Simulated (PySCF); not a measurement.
**Telling isomers of C₈H₁₀OSi apart by NMR**

PySCF 2.14.0 with density-fitted response routines calculation with shielding tensors at PBE0/pcSseg-1 (GIAO) and GFN2-xTB geometry; equivalent nuclei averaged, non-relativistic, in vacuum, one computed conformer.

Scale: TMS for 1H, 13C (reference shieldings calculated alike). Where no couplings were computed, multiplicities follow the n + 1 count of equivalent neighbours, and m marks all less simple cases (inequivalent or close neighbours, rings, F or P nearby). Shifts are as computed. Against solution values, carbons near 30 ppm lie about +3 ppm off and those near 130 ppm about +5 ppm. Of 1211 compounds with measured shifts, 218 miss one by over three times the rms of a fit or turn the order of signals round; such compounds aren't used in these exercises.

(1) Tabulate the signals of `C=C1C(=C)C(C[SiH3])=C1C=O`, `C=C1C(=C)C(CC=O)=C1[SiH3]`, `CC(=O)C#CC1=C[SiH2][C@H]1C`, `C=Cc1ccccc1O[SiH3]` and their relative energies.

(2) What is the quickest way to tell C=C1C(=C)C(CC=O)=C1[SiH3] from C=Cc1ccccc1O[SiH3]?

(3) What is the quickest way to tell CC(=O)C#CC1=C[SiH2][C@H]1C from C=Cc1ccccc1O[SiH3]?

(4) What is the quickest way to tell C=C1C(=C)C(C[SiH3])=C1C=O from CC(=O)C#CC1=C[SiH2][C@H]1C?

## Answers

(1) 
```json
{"SMILES": "C=C1C(=C)C(C[SiH3])=C1C=O", "carbon types": "4×C 1×CH 3×CH2", "δC": "190.8, 179.6, 156.8, 150.8, 147.1, 110.1, 95.5, 16.1", "δH": "10.32 (s, 1H), 5.68 (m, 1H), 5.57 (m, 1H), 5.22 (m, 1H), 5.09 (m, 1H), 3.94 (t, 3H), 2.74 (q, 2H)", "E rel. (kcal/mol)": "62.6"}
{"SMILES": "C=C1C(=C)C(CC=O)=C1[SiH3]", "carbon types": "4×C 1×CH 3×CH2", "δC": "196.3, 169.8, 160.2, 157.9, 156.9, 99.9, 99.7, 48.0", "δH": "9.51 (t, 1H), 5.14 (m, 1H), 5.10 (m, 1H), 5.07 (m, 1H), 5.07 (m, 1H), 4.36 (s, 3H), 3.53 (d, 2H)", "E rel. (kcal/mol)": "68.3"}
{"SMILES": "CC(=O)C#CC1=C[SiH2][C@H]1C", "carbon types": "4×C 2×CH 2×CH3", "δC": "188.5, 158.8, 157.9, 98.1, 89.9, 37.3, 36.1, 19.2", "δH": "6.95 (m, 1H), 4.90 (m, 1H), 4.54 (m, 1H), 2.47 (m, 1H), 2.44 (s, 3H), 1.43 (d, 3H)", "E rel. (kcal/mol)": "67.0"}
{"SMILES": "C=Cc1ccccc1O[SiH3]", "carbon types": "2×C 5×CH 1×CH2", "δC": "159.0, 138.5, 134.1, 133.1, 130.1, 126.7, 119.3, 117.9", "δH": "8.01 (d, 1H), 7.57 (m, 1H), 7.46 (m, 1H), 7.28 (m, 1H), 6.83 (d, 1H), 6.09 (m, 1H), 5.64 (m, 1H), 5.22 (s, 3H)", "E rel. (kcal/mol)": "0.0"}
```

Energies are electronic energies at PBE0/pcSseg-1 on these geometries, without zero-point or thermal terms, each for the one conformer computed, which needn't be the lowest.

(2) Both give the same number of carbon signals, but DEPT or the intensities differ. The first has an sp3 CH2 α to a carbonyl at 48.0 ppm, the second an aromatic CH at 134.1 ppm. Their most deshielded carbons lie at 196.3 and 159.0 ppm. In the proton spectra the most deshielded non-exchanging signals are 9.51 (t, 1H) and 8.01 (d, 1H).

(3) Both give the same number of carbon signals, but DEPT or the intensities differ. The first has a methyl carbon α to a carbonyl (CH3) at 37.3 ppm, the second a terminal =CH2 carbon at 117.9 ppm. Their most deshielded carbons lie at 188.5 and 159.0 ppm. In the proton spectra the most deshielded non-exchanging signals are 6.95 (m, 1H) and 8.01 (d, 1H).

(4) Both give the same number of carbon signals, but DEPT or the intensities differ. The first has a terminal =CH2 carbon at 110.1 ppm, the second a methyl carbon α to a carbonyl (CH3) at 37.3 ppm. Their most deshielded carbons lie at 190.8 and 188.5 ppm. In the proton spectra the most deshielded non-exchanging signals are 10.32 (s, 1H) and 6.95 (m, 1H).
